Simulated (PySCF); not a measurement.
# Static response to an electric field

Species: C5H12NP.
Structure used (GFN2-xTB), in Å, numbered top down from 1:
```
atom  x, y, z in Å
C1     2.1681   -0.4433    0.5082
C2     1.3274    0.8224    0.6722
C3     0.1673    0.8540   -0.2910
P4     0.2711    2.0877   -1.4676
N5    -0.7786   -0.1173   -0.1893
C6    -1.0864   -0.8148    1.0355
C7    -1.7353   -0.3468   -1.2407
H8     1.5954   -1.3351    0.7493
H9     2.5124   -0.5244   -0.5201
H10    3.0370   -0.4032    1.1611
H11    0.9943    0.9229    1.7090
H12    1.9518    1.6930    0.4537
H13   -0.9479    1.8799   -2.1055
H14   -0.4602   -0.4775    1.8539
H15   -0.9477   -1.8931    0.9073
H16   -2.1316   -0.6369    1.3102
H17   -1.2462   -0.2449   -2.2102
H18   -2.1196   -1.3632   -1.1498
H19   -2.5810    0.3498   -1.1936
```

Level: PBE0/def2-SVPD (PySCF), static field, nuclei fixed, core orbitals frozen in the response. The polarisability tensor in these axes (au):

```
x    99.92   9.65   3.48
y     9.65 107.00 -20.69
z     3.48 -20.69  99.01
```

Question: Give the principal values, the mean and the anisotropy Δα = √{½[(α1 − α2)² + (α2 − α3)² + (α1 − α3)²]}.

Answer: Principal values 78.24, 102.45 and 125.24 au; mean 101.98 au = 15.11 Å³ = 16.81 × 10⁻⁴⁰ C²·m²/J; Δα = 40.72 au (40 % of the mean).

Question: What is the dipole moment, and where does it point?

Answer: (-1.47, -3.03, 1.98) D, 3.90 D in size, pointing from the negative to the positive side. Measured along this direction, the outermost atoms are P4 at the negative end and H15 at the positive end.

Question: Orientational against electronic polarisability at 298 K (dilute gas, rigid molecules)?

Answer: In Gaussian units μ²/3kT = 123.50 Å³ against 15.11 Å³, a ratio of 8.17; the Debye molar polarisation (4π/3)N_A(α + μ²/3kT) is 349.7 cm³/mol, leaving out the vibrational part.

Question: Find the Langevin capture rate constant for NH4+ (18.034 u) meeting this molecule (117.071 u), k = 2.342 × 10⁻⁹ cm³/s × √(α in Å³ / reduced mass in u).

Answer: The reduced mass is 15.63 u, so k = 2.30 × 10⁻⁹ cm³/s. The formula leaves out the permanent dipole, which adds to the capture rate.

Question: Along which axes do the principal values lie, and how far do the nuclei extend along each?

Answer: Largest value along (0.22, 0.78, -0.59), where the nuclei span 4.76 Å; middle along (0.90, 0.08, 0.44), 6.00 Å; least along (-0.39, 0.62, 0.68), 3.01 Å. The strongest response doesn't lie along the longest of the three spans.

Question: What would n − 1 = 2πNα be for an ideal gas of these molecules at 500 K and 1 atm, electronic part alone?

Answer: N = p/kT = 1.4678 × 10¹⁹ cm⁻³, so n − 1 = 2π × N × 15.11 × 10⁻²⁴ cm³ = 1394 × 10⁻⁶ at long wavelengths, for an ideal gas.

Question: What are the principal values of the traceless quadrupole moment, Θ = ½Σq(3rr − r²1), about the centre of nuclear charge?

Answer: -6.58, -0.74, 7.32 D·Å. The values depend on the origin, since the dipole doesn't vanish. The electronic extent ⟨r²⟩ about the same centre is 1066 bohr², a root-mean-square distance of 2.16 Å for the 64 electrons.

The structure is a single GFN2-xTB conformer in the gas phase; no vibrational or solvent corrections.
